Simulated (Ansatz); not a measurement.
Total energies of CH5BGeSe.

```xyz
9

B    -0.477    1.179   -0.607
Ge    0.064   -0.007    1.028
C     0.491   -1.372   -0.365
Se    0.067   -0.469   -1.823
H     0.251    2.095   -0.885
H    -1.651    1.384   -0.772
H    -0.961   -0.642    1.998
H     1.347    0.222    1.861
H     0.868   -2.391   -0.436
```

Total charge 0; spin multiplicity 1. Correlated methods include outer-core shells of Ge, Se, which these sets cover unevenly. Scalar relativity is left out up to krypton. The bonds changed during the relaxation, so this is another structure than the one it started from. All single points use the PBE0-D4/def2-TZVP geometry. It is one conformer, not always the lowest. Basis def2-TZVPP, Ansatz 0.2.0.

RPA on PBE orbitals: Hartree–Fock energy of these orbitals -4540.54794 Eh, correlation -1.30726 Eh (frozen core).

```json
{"functional": "PBE", "energy without D4 (Eh)": "-4543.71100", "D4 term (kJ/mol)": "-23.2"}
{"functional": "BLYP", "energy without D4 (Eh)": "-4544.53584", "D4 term (kJ/mol)": "-50.6"}
{"functional": "B97M-V", "energy without D4 (Eh)": "-4543.67229", "D4 term (kJ/mol)": "–"}
{"functional": "B3LYP", "energy without D4 (Eh)": "-4544.57096", "D4 term (kJ/mol)": "-38.1"}
{"functional": "r2SCAN0", "energy without D4 (Eh)": "-4544.38671", "D4 term (kJ/mol)": "-6.3"}
{"functional": "HSE06 (plane-wave form)", "energy without D4 (Eh)": "-4543.85027", "D4 term (kJ/mol)": "-18.5"}
{"functional": "BHLYP", "energy without D4 (Eh)": "-4544.40164", "D4 term (kJ/mol)": "-32.8"}
{"functional": "LC-ωPBE", "energy without D4 (Eh)": "-4543.82466", "D4 term (kJ/mol)": "–"}
{"functional": "B2PLYP", "energy without D4 (Eh)": "-4543.67002", "D4 term (kJ/mol)": "–"}
{"functional": "PBE-QIDH", "energy without D4 (Eh)": "-4543.19600", "D4 term (kJ/mol)": "–"}
```

Q: Give the same for LDA (SPW92), revPBE, r2SCAN, PBE0, r2SCANh, CAM-B3LYP, ωB97X-V, ωB97M-V. (Estimate.)

A: The calculation gave: 
```
 functional  energy without D4 (Eh)  D4 term (kJ/mol)
LDA (SPW92)             -4537.23409                 –
     revPBE             -4544.11066             -62.8
     r2SCAN             -4544.42165              -5.1
       PBE0             -4543.85107             -19.6
    r2SCANh             -4544.40695              -5.6
  CAM-B3LYP             -4544.67625             -20.2
    ωB97X-V             -4544.05216                 –
    ωB97M-V             -4544.18883                 –
```

B3LYP takes the VWN-RPA correlation (the form of Gaussian; ORCA's B3LYP/G). HSE06 is the plane-wave form, built on full-range PBE exchange. The double hybrids freeze the cores in their second-order part.

LC-ωPBE has ω = 0.4 bohr⁻¹.
